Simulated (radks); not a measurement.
Task: The mean radii <r> (bohr) of the occupied orbitals of an atom or ion are listed with their occupations. Calculated with a radial shooting solver on a logarithmic mesh with Libxc functionals: scalar-relativistic Kohn-Sham, exchange-only LDA, spin-polarised, spherical densities, point nucleus.

orbital  occ.      <r>
1s up       1  0.02974
1s down     1  0.02974
2s up       1   0.1285
2s down     1   0.1285
2p up       3   0.1121
2p down     3   0.1121
3s up       1   0.3466
3s down     1   0.3463
3p up       3   0.3442
3p down     3   0.3438
3d up       5   0.3194
3d down     5   0.3188
4s up       1   0.7616
4s down     1   0.7611
4p up       3   0.7909

Name the element and its charge. Open shells, if any, are filled with parallel spins first.

Result: Z = 49, indium, charge +16: In16+ in [Ar] 3d10 4s2 4p3. The 1s radius gives Z: for a bare nucleus <r> = (2 gamma + 1)/(2Z) with gamma = sqrt(1 - (Z/c)^2), 0.02926 bohr for Z = 49, and screening makes it slightly larger (0.02974 here). The occupations add up to 33, and the charge is Z minus that.
